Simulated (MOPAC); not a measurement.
Input file for MOPAC: AM1 on CH3ISi (SMILES C[Si]I), a point of a torsion scan.

```
AM1 1SCF PRECISE CHARGE=0 THREADS=1
CH3ISi

C     -0.66038234 1    -0.02143217 1    -0.01865994 1
Si     0.80866695 1     1.20622741 1     0.06970747 1
I      2.36617663 1     0.20890892 1    -1.64488817 1
H     -0.81244692 1    -0.48510157 1     0.95575588 1
H     -1.57782562 1     0.51670010 1    -0.25579549 1
H     -0.54474921 1    -0.81877633 1    -0.75118563 1
```

The log:

```
*******************************************************************************
 **                                                                           **
 **                              MOPAC v23.2.5                                **
 **                                                                           **
 *******************************************************************************
 ** MOPAC's Digital Object Identifier: https://doi.org/10.5281/zenodo.6511958 **
 **                                                                           **
 ** Please cite the open-source release paper for use of this MOPAC version:  **
 ** J. E. Moussa and J. J. P. Stewart (2026)                                  **
 ** MOPAC: An open-source semiempirical molecular orbital program             **
 ** J. Open Source Softw., 11(119), 8025, https://doi.org/10.21105/joss.08025 **
 *******************************************************************************

                              AM1 CALCULATION RESULTS

 *******************************************************************************
 *  AM1        - The AM1 Hamiltonian to be used
 *
 *
 *
 *                 CHARGE ON SYSTEM = 0
 *
 *
 *
 *  PRECISE    - TIGHTER CRITERIA TO BE USED
 *  1SCF       - DO 1 SCF AND THEN STOP
 *  THREADS=1  - MULTI-THREADING NOT USED
 *  T=         - A TIME OF 172800.0 SECONDS REQUESTED
 *  DUMP=N     - RESTART FILE WRITTEN EVERY 7200.0 SECONDS REQUESTED
 *******************************************************************************
AM1 1SCF PRECISE CHARGE=0 THREADS=1
 CH3ISi

   ATOM   CHEMICAL          X               Y               Z
  NUMBER   SYMBOL      (ANGSTROMS)     (ANGSTROMS)     (ANGSTROMS)

     1       C         -0.66038234  *  -0.02143217  *  -0.01865994  *
     2      Si          0.80866695  *   1.20622741  *   0.06970747  *
     3       I          2.36617663  *   0.20890892  *  -1.64488817  *
     4       H         -0.81244692  *  -0.48510157  *   0.95575588  *
     5       H         -1.57782562  *   0.51670010  *  -0.25579549  *
     6       H         -0.54474921  *  -0.81877633  *  -0.75118563  *



          CARTESIAN COORDINATES

    NO.       ATOM           X           Y           Z

     1         C         -0.6604     -0.0214     -0.0187
     2        Si          0.8087      1.2062      0.0697
     3         I          2.3662      0.2089     -1.6449
     4         H         -0.8124     -0.4851      0.9558
     5         H         -1.5778      0.5167     -0.2558
     6         H         -0.5447     -0.8188     -0.7512

  H: (AM1): M.J.S. DEWAR ET AL, J. AM. CHEM. SOC. 107 3902-3909 (1985)
  C: (AM1): M.J.S. DEWAR ET AL, J. AM. CHEM. SOC. 107 3902-3909 (1985)
 Si: (AM1): M.J.S.DEWAR, C. JIE, ORGANOMETALLICS, 6, 1486-1490 (1987).
  I: (AM1): M.J.S. DEWAR AND E. G. ZOEBISCH, THEOCHEM, 180, 1 (1988).

           Empirical Formula: C H3 Si I  =     6 atoms



      MOLECULAR POINT GROUP   :   Cs


      RHF CALCULATION, NO. OF DOUBLY OCCUPIED LEVELS = 9


 -------------------------------------------------------------------------------
 AM1 1SCF PRECISE CHARGE=0 THREADS=1
 CH3ISi



     1SCF WAS SPECIFIED, SO BFGS WAS NOT USED
     SCF FIELD WAS ACHIEVED


                              AM1 CALCULATION
                                                       MOPAC v23.2.5 Linux




          FINAL HEAT OF FORMATION =         44.76936 KCAL/MOL =     187.31502 KJ/MOL


          COSMO AREA              =        124.91 SQUARE ANGSTROMS
          COSMO VOLUME            =        118.66 CUBIC ANGSTROMS

          IONIZATION POTENTIAL    =          8.331905 EV
          HOMO LUMO ENERGIES (EV) =         -8.332 -1.831
          NO. OF FILLED LEVELS    =          9
          MOLECULAR WEIGHT        =        170.0247         POINT GROUP:  Cs

          MOLECULAR DIMENSIONS (Angstroms)

            Atom       Atom       Distance
            H     5    I     3     4.19279
            H     6   Si     2     2.42477
            H     5    H     4     1.69844


          SCF CALCULATIONS        =          1





   ATOM   CHEMICAL          X               Y               Z
  NUMBER   SYMBOL      (ANGSTROMS)     (ANGSTROMS)     (ANGSTROMS)

     1       C         -0.66038234  *  -0.02143217  *  -0.01865994  *
     2      Si          0.80866695  *   1.20622741  *   0.06970747  *
     3       I          2.36617663  *   0.20890892  *  -1.64488817  *
     4       H         -0.81244692  *  -0.48510157  *   0.95575588  *
     5       H         -1.57782562  *   0.51670010  *  -0.25579549  *
     6       H         -0.54474921  *  -0.81877633  *  -0.75118563  *

                             CARTESIAN COORDINATES

   1    C       -0.660382340    -0.021432170    -0.018659940
   2   Si        0.808666950     1.206227410     0.069707470
   3    I        2.366176630     0.208908920    -1.644888170
   4    H       -0.812446920    -0.485101570     0.955755880
   5    H       -1.577825620     0.516700100    -0.255795490
   6    H       -0.544749210    -0.818776330    -0.751185630


           Empirical Formula: C H3 Si I  =     6 atoms



      MOLECULAR POINT GROUP   :   Cs


                  EIGENVALUES
 -29.66560 -28.52633 -14.27248 -14.17047 -13.49060 -11.32208 -10.22004 -10.15428
  -8.33190  -1.83133  -0.86580   1.29540   3.93303   4.07133   4.91641


              NET ATOMIC CHARGES AND DIPOLE CONTRIBUTIONS

  ATOM NO.   TYPE          CHARGE      No. of ELECS.   s-Pop       p-Pop
    1          C          -0.604966        4.6050     1.27447     3.33050
    2         Si           0.568374        3.4316     1.59987     1.83176
    3          I          -0.273097        7.2731     1.98061     5.29249
    4          H           0.105162        0.8948     0.89484
    5          H           0.104977        0.8950     0.89502
    6          H           0.099551        0.9004     0.90045
 DIPOLE           X         Y         Z       TOTAL
 POINT-CHG.    -0.444     2.705     2.397     3.641
 HYBRID        -1.986    -2.923    -1.113     3.705
 SUM           -2.430    -0.218     1.284     2.757


          ATOMIC ORBITAL ELECTRON POPULATIONS

     Atom    s        px        py        pz
    1  C   1.27447   1.16103   1.11400   1.05546
    2 Si   1.59987   0.56435   0.78612   0.48128
    3  I   1.98061   1.75634   1.86588   1.67028
    4  H   0.89484
    5  H   0.89502
    6  H   0.90045

 **********************
 *                    *
 * JOB ENDED NORMALLY *
 *                    *
 **********************




 == MOPAC DONE ==
```

The run finished.

Cost: about 0.03 core-seconds (a rough figure).
